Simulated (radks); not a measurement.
The numbers below are computed, except where a source is named.
Species: Sb. Configuration: [Kr] 4d10 5s2 5p3.

Code: a radial shooting solver on a logarithmic mesh with Libxc functionals. Model: scalar-relativistic Kohn-Sham, LDA (Slater exchange, Perdew-Wang correlation), spin-polarised, spherical densities, finite nucleus; open shells are filled with parallel spins first (spin-orbit coupling, left out, can overturn this in heavy ions); Fermi nuclear charge, rms radius 4.6802 fm; hard spherical wall at 2 bohr.

Energy parts (eV):
| part | energy |
|---|---|
| total | -175762.254 |
| kinetic | 185858.830 |
| electron-nucleus | -430528.610 |
| Hartree | 73497.140 |
| exchange-correlation | -4589.613 |

Orbitals (lengths in bohr, moments of r in powers of bohr; <r^-3> diverges for s and p1/2; r(90%) holds 90 % of the orbital's charge):
orbital,occ.,eigenvalue (eV),<1/r>,r(90%),<r^-3>
1s up,1,-30188.60,54.26,0.0511,-
1s down,1,-30187.91,54.26,0.0511,-
2s up,1,-4531.226,12.40,0.190,-
2s down,1,-4530.789,12.40,0.190,-
2p up,3,-4062.329,11.91,0.175,5028
2p down,3,-4061.728,11.91,0.175,5027
3s up,1,-832.6236,4.404,0.488,-
3s down,1,-831.9649,4.404,0.488,-
3p up,3,-679.8670,4.192,0.496,935.2
3p down,3,-679.1510,4.192,0.496,935.3
3d up,5,-445.5180,3.959,0.484,128.6
3d down,5,-444.8246,3.960,0.484,128.6
4s up,1,-92.1780,1.714,1.17,-
4s down,1,-90.9124,1.713,1.17,-
4p up,3,-46.5698,1.559,1.27,164.1
4p down,3,-45.2704,1.561,1.27,164.1
4d up,5,21.3283,1.325,1.42,17.22
4d down,5,22.7989,1.329,1.41,17.33
5s up,1,79.5949,1.149,1.68,-
5s down,1,82.3838,1.151,1.68,-
4f up,0,94.3015,1.042,1.55,2.049
4f down,0,96.1203,1.047,1.54,2.081
5p up,3,106.0288,1.185,1.69,124.0
5p down,0,108.8369,1.185,1.69,124.0
5d up,0,151.8032,1.257,1.70,21.16
5d down,0,154.4800,1.254,1.70,21.06
6s up,0,302.1084,1.371,1.77,-
6s down,0,304.0836,1.371,1.77,-

The highest occupied level is 5p up at 106.03 eV. The configuration is held as typed, so some empty levels lie below it. The density falls to 0.001 e/bohr^3 at r = 1.97 bohr. The spin density at the nucleus is -2.081 e/bohr^3 (1s -2.076, 2s 0.343, 3s -0.054, 4s 0.736, 5s -1.031). The electron density at the nucleus is 2.145e+05 e/bohr^3 (large components only). The pressure on the wall is 22100 GPa. Summed over all electrons, <r^2> = 27.91 bohr^2, which gives a Langevin (diamagnetic) susceptibility term of -22.1 x 10^-6 cm^3/mol. Spin moment in Bohr magnetons: 3.
